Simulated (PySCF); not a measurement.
Problem. Give a GFN2-xTB geometry of `Cl/C=C/c1ccccn1`.

Solution. 
```xyz
15
C7H6ClN angstrom
Cl     4.3742    0.4117   -0.2034
C      2.6835    0.6356   -0.1059
C      1.8160   -0.3727   -0.1108
C      0.3789   -0.1586   -0.0284
C     -0.4978   -1.2474   -0.0354
C     -1.8584   -1.0130    0.0445
C     -2.3081    0.2956    0.1287
C     -1.3597    1.3098    0.1286
N     -0.0622    1.0979    0.0534
H      2.3637    1.6636   -0.0396
H      2.1510   -1.3978   -0.1771
H     -0.1125   -2.2534   -0.1025
H     -2.5576   -1.8369    0.0397
H     -3.3602    0.5241    0.1938
H     -1.6551    2.3496    0.1925
```

Any rigid rotation of these coordinates is as good. Atoms count from 1 in this order. The 6-membered ring C4–C5–C6–C7–C8–N9 has internal angles of 117.9° to 123.7°; it is planar, 0.00 Å rms from its mean plane, widest ring torsion 0°. The 6 C–C bonds span 1.330 Å (C2=C3, drawn double) to 1.455 Å (C3–C4, drawn single), a spread of 0.125 Å. The 9 heavy atoms lie in one plane (0.000 Å rms). Of the pairs four or more bonds apart, N9···H10 is among the closest relative to their van der Waals radii: 2.49 Å, 91 % of the sum of Bondi's values.

Bonds between heavy atoms (Å): Cl1–C2 1.708, C2=C3 1.330, C3–C4 1.455, C4–C5 1.398, C5–C6 1.383, C6–C7 1.386, C7–C8 1.389, C8–N9 1.317, C4–N9 1.334.

The geometry is computed with GFN2-xTB (gas phase).

Point group: Cs (tolerance 0.08 Å). No GFN2-xTB frequencies stand behind this structure, so it isn't proved a minimum. The numbers are those of one conformer (C2–C3–C4–C5 180°).
